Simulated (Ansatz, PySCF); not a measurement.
Species: InF, net charge 0, singlet state. 
Coordinates optimised at B3LYP-D3(BJ)/def2-TZVP (Ansatz, a first-principles code):
SMILES: [F][In]
```xyz
2

In     0.0000     0.0000    -0.3120
F      0.0000     0.0000     1.6989
```

Dipole moments at this geometry, in debye (magnitudes).

```
level               program  dipole (D)
------------------  -------  ----------
HF/def2-TZVPD         PySCF        3.41
SVWN5/def2-TZVPD     Ansatz        3.32
PBE/def2-TZVPD       Ansatz        3.27
M06-L/def2-TZVPD      PySCF        3.19
B97M-V/def2-TZVPD    Ansatz        3.42
B3LYP/def2-TZVPD      PySCF           …
PBE0/def2-TZVPD      Ansatz        3.40
TPSSh/def2-TZVPD      PySCF        3.27
r2SCANh/def2-TZVPD   Ansatz        3.30
r2SCAN0/def2-TZVPD   Ansatz        3.38
LC-wPBE/def2-TZVPD   Ansatz        3.32
wB97M-V/def2-TZVPD   Ansatz        3.39
CCSD(T)/def2-SVPD    Ansatz           …
```

**Question.** What belongs in the gaps?

**Answer.** 
- B3LYP/def2-TZVPD, dipole (D): 3.48
- CCSD(T)/def2-SVPD, dipole (D): 3.38
